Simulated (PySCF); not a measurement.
C4H4. Atoms are numbered in the order given.

```xyz
8

C      0.0000     0.0000     1.9575
C      0.0000     0.0000     0.6371
C      0.0000     0.0000    -0.6371
C      0.0000     0.0000    -1.9575
H      0.0000    -0.9353     2.5286
H      0.0000     0.9353     2.5286
H      0.0000    -0.9353    -2.5286
H      0.0000     0.9353    -2.5286
```
Charge 0, spin multiplicity 1.

The structure is a stationary point at B3LYP-D3(BJ)/def2-SVP.

All values below come from TDDFT-PBE/def2-SVPD (PySCF).

Vertical excitations. The molecule is in vacuum. State labels are in the subgroup D2h.

Computed UV-visible absorptions:
```tsv
state	symmetry	energy (eV)	λ (nm)	f	main pairs
S1	B1g	3.86	321	0.000	HOMO−1→LUMO 100 %
S2	B1u	5.22	237	0.304	HOMO→LUMO 88 %
S3	B1g	5.72	217	0.000	HOMO→LUMO+1 100 %
S4	B2g	6.42	193	0.000	HOMO→LUMO+2 100 %
S5	B2u	6.57	189	0.000	HOMO−1→LUMO+2 100 %
S6	B3u	6.88	180	0.037	HOMO→LUMO+3 100 %
S7	Ag	6.95	179	0.000	HOMO−2→LUMO 86 %
S8	B3g	7.00	177	0.000	HOMO−1→LUMO+3 100 %
S9	B1u	7.57	164	1.408	HOMO−1→LUMO+1 76 %, HOMO→LUMO 12 %
S10	B2g	8.00	155	0.000	HOMO→LUMO+4 100 %
T1	B1u	2.77	447	0	HOMO→LUMO 99 %
T2	B1g	3.52	352	0	HOMO−1→LUMO 100 %
T3	B1u	4.88	254	0	HOMO−1→LUMO+1 98 %
T4	Ag	5.36	231	0	HOMO−2→LUMO 97 %
```
Triplets are in the Tamm–Dancoff approximation, which puts them higher than full response would, so one can lie above its singlet here.
